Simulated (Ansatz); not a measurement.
Geometry optimisation, RKS LDA/def2-SVP in Ansatz.

The input (input.yaml):

```yaml
crystal:
  periodic: [false, false, false]
  atoms:
    - { symbol: Ga, position_ang: [0.0, 0.0, 0.0] }
    - { symbol: O, position_ang: [0.0, 0.0, 1.79] }
    - { symbol: H, position_ang: [-0.9095, -0.2814, 2.1271] }
    - { symbol: O, position_ang: [1.5501, 0.0, -0.895] }
    - { symbol: H, position_ang: [1.85, -0.9519, -1.0499] }
    - { symbol: O, position_ang: [-1.5501, 0.0, -0.895] }
    - { symbol: H, position_ang: [-2.0598, -0.8467, -0.6865] }
basis:
  gaussian: { orbitals: def2-SVP }
hamiltonian:
  xc: lda
relax:
  f_tol: 0.02
  max_steps: 40
```

Launched with:

```bash
$ ansatz run input.yaml --threads 1 --pin off --max-ram 2048MiB --backend cpu --events-out ev --progress --plain --runs-dir out
```

Problem. Where does it end, and by what steps?

Solution. It converged. After 8 steps the energy has fallen by 0.401 eV; H5 moved furthest, 0.73 Å.

| step | energy less start (eV) | largest force component (eV/Å) | accepted |
| --- | --- | --- | --- |
| 0 | 0.0000 | 1.413 | yes |
| 1 | -0.0791 | 1.468 | yes |
| 2 | -0.1295 | 1.156 | yes |
| 3 | -0.2412 | 0.451 | yes |
| 4 | -0.2880 | 0.394 | yes |
| 5 | -0.3569 | 0.298 | yes |
| 6 | -0.3948 | 0.315 | yes |
| 7 | -0.4012 | 0.026 | yes |
| 8 | -0.4013 | 0.005 | yes |

```xyz
7
Properties=species:S:1:pos:R:3
Ga 0.060 -0.281 0.103
O -0.079 -0.048 1.845
H -1.001 -0.024 2.162
O 1.687 -0.297 -0.560
H 1.667 -0.436 -1.526
O -1.287 -0.498 -1.027
H -2.166 -0.495 -0.605
```

Run time: 13 s on 1 thread of Arm Neoverse V2 (shared host), peak memory 0.12 GiB.
